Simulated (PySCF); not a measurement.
A species of formula C2H7In has this rotational fingerprint, computed with PBE0-D3(BJ)/def2-SVP geometry optimisation, gas phase, def2 core potentials past Kr (PySCF 2.14.0):

| Item | Value |
| --- | --- |
| Rotational constants | A = 22900, B = 2792, C = 2692 MHz |
| Dipole components | \|μa\| = 0.75 D, \|μb\| = 0.32 D, \|μc\| = 0.01 D |
| Inertial defect | -15.35 u·Å² |
| κ | -0.99 |

Question: Which structure is it? (One computed conformer of each.)
A. InH2Et, `C[CH2][InH2]`
B. `[InH]([CH3])[CH3]` (InMe2H)
C. `[InH]([CH3])[CH3]`

Answer: A. It is [H][In]([H])[CH2]C, a near-prolate asymmetric top. The candidates at the same level (rigid rotor, commonest isotopes):

```csv
SMILES,A (MHz),B (MHz),C (MHz),μa (D),μb (D),μc (D),Δ (u·Å²),point group,rotor
[H][In]([CH3])[CH3],12416,4302,3328,0.02,0.62,0.01,-6.35,near C2v,asymmetric top
[CH3][InH][CH3],12752,4260,3327,0.00,0.61,0.02,-6.35,–,asymmetric top
[H][In]([H])[CH2]C,22900,2792,2692,0.75,0.32,0.01,-15.35,near Cs,near-prolate asymmetric top
```

`[H][In]([CH3])[CH3]` has B 54 % too high; `[CH3][InH][CH3]` has B 53 % too high. No structure here is proved a minimum.
